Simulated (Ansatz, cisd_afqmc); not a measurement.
Species: HSiO, charge 0, doublet. HSiO (SMILES [SiH]=O, doublet).
B3LYP-D3(BJ)/def2-TZVP minimum from Ansatz (an electronic-structure program):
```
Si
O 1 1.5293
H 1 1.5278 2 117.75
```
Charge 0, spin multiplicity 2.

Total energies in cc-pV(D+d)Z, 11 correlated electrons, 6 frozen orbitals. Radicals and triplets start from unrestricted determinants; spin-orbit coupling is neglected. Cores are frozen in correlated methods. No relativity. AFQMC is phaseless with a CISD trial state; ± is one standard error, without the phaseless bias. Outlying blocks are dropped, and bars are widened where a walk drifts. Over all cases where full CI ran beside it in this data, AFQMC minus full CI had a median of +0.1 mEh and passed +0.4 mEh in a tenth of the cases.

```csv
method,program,energy (Eh),minus CCSDTQ (mEh)
HF,Ansatz,-364.32749,297.58
MP2,Ansatz,-364.60044,24.63
CCSD,Ansatz,-364.61153,13.54
CCSD(T),Ansatz,-364.62269,2.38
CCSDT(Q),Ansatz,-364.62548,-0.41
CCSDTQ,Ansatz,-364.62507,0.00
AFQMC/CISD,cisd_afqmc,-364.6233 ± 0.0004,1.8 ± 0.4
```

Rough core times of Ansatz's runs on a shared machine: CCSD(T) under 20 s, CCSDT(Q) under 20 s, CCSDTQ 20 min.
